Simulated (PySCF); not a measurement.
**Ionisation energy of Ti¹⁶⁺ by level of theory**

Ti¹⁶⁺ [He] 2s2 2p2 (3P) → Ti¹⁷⁺ [He] 2s2 2p1 (2P), as a difference of total energies. Computed with PySCF 2.14 in an even-tempered Gaussian basis (18 s from 2.7 bohr⁻², ratio 2.2; 11 p from 3.5 bohr⁻², ratio 2.2; 6 d from 16 bohr⁻², ratio 2.4; 5 f from 24 bohr⁻², ratio 2.4; 5 g from 36 bohr⁻², ratio 2.4), with the non-relativistic Hamiltonian (point nucleus). Correlated levels: nothing frozen; virtual orbitals above 40 to 60 times the deepest correlated orbital energy dropped. The calculations carry no spin-orbit coupling.

```tsv
method	ionisation energy (eV)
UHF	1128.5
LDA	1127.9
PBE	1128.5
PBE0	1128.8
r2SCAN	1130.0
TPSS	1128.4
PW91	1129.1
MP2 (all electrons)	1128.5
SCS-MP2 (all electrons)	1128.2
```

A first-order spin-orbit estimate (lowest level to lowest level, LS coupling) adds -0.201 eV.

These non-relativistic numbers lack the scalar-relativistic shift.

For comparison: 1130.2 ± 0.5 eV (semi-empirical (NIST evaluation); NIST Atomic Spectra Database, ionization energies).
